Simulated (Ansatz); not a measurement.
Isomers of Li6H5⁺ (singlet), relaxed with r2SCAN-D4/def2-TZVP; total energies from Ansatz at CCSD(T)/def2-TZVPP.

```
isomer                                                 description  energy (Eh)
     A                   point group C3v; 15 × H–Li 1.71 to 1.90 Å    -47.94082
     B  point group Cs; 1 × Li–Li 2.74 Å; 11 × H–Li 1.73 to 1.89 Å    -47.94306
```

Correlated methods freeze no core orbitals; core or outer-core shells of Li are correlated, in sets that lack core-valence functions.

The isomers come from a short search, and lower ones may exist.

Work out the relative energies (1 Eh = 2625.5 kJ/mol) and the Boltzmann populations at 800 K from electronic energies alone (R = 8.314 J/mol/K).

ΔE: A 5.9, B 0.0 kJ/mol. RT = 6.65 kJ/mol. Factors exp(−ΔE/RT): A 0.412, B 1; sum 1.412. Populations: A 29.2 %, B 70.8 %. Zero-point energy, vibrational entropy and symmetry numbers are left out and can shift these; an error of 4 kJ/mol changes a ratio by a factor of 1.8. Over the other density-functional and correlated levels in def2 sets, the gap between B and A ranges from 1 to 11 kJ/mol.
